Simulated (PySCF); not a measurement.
Si2BH4F

The system: Si2BH4F, a silylene (divalent Si1, bonded to 1 B + 1 F); neutral, singlet. The structure, one conformer, was relaxed in the gas phase by PBE0-D3(BJ)/def2-SVP. No frequency run checks that it is a minimum.

The strong deshielding of the divalent centre rests on a low-lying excitation, and density functionals tend to overstate it.

SMILES: F[Si]B[SiH3]

Coordinates in Å:
```
Si1     1.446   -1.177    1.528
F2      2.324    0.143    1.973
B3      0.702   -0.536   -0.245
Si4    -1.077    0.396   -0.435
H5      1.235   -0.843   -1.292
H6     -0.799    1.707   -1.109
H7     -1.777    0.675    0.857
H8     -2.008   -0.393   -1.306
```

Shieldings: GIAO PBE0/pcSseg-2. Shifts are against computed references at the same level: H TMS (σ 31.24 ppm), Si TMS (σ 341.3 ppm).

(1) Give the isotropic shieldings and shifts of the distinct atoms.

(2) By CAM-B3LYP/def2-SVPD (TDDFT singlets, Tamm-Dancoff triplets, ionisation by delta-SCF), where does absorption start, and what does vertical ionisation take?

## Answers

(1) 
| atoms | bonded to | σ (ppm) | δ (ppm) |
| --- | --- | --- | --- |
| Si1 | 1 B + 1 F | -290.1 | 631.4 |
| F2 | 1 Si | 59.1 | - |
| B3 | 2 Si + 1 H | -66.5 | - |
| Si4 | 1 B + 3 H | 459.6 | -118.3 |
| H5 | 1 B | 17.55 | 13.70 |
| H6 H7 H8 | 1 Si | 27.49 | 3.76 |

Values are those of this one static structure, with the three H of a rotating XH3 group averaged; atoms that internal rotation interchanges would show their mean in an NMR spectrum.

(2) The lowest singlet lies at 2.03 eV (f 0.013), the strongest of the first 6 at 5.94 eV (f 0.099), the lowest triplet at 1.31 eV; vertical ionisation takes 8.51 eV.
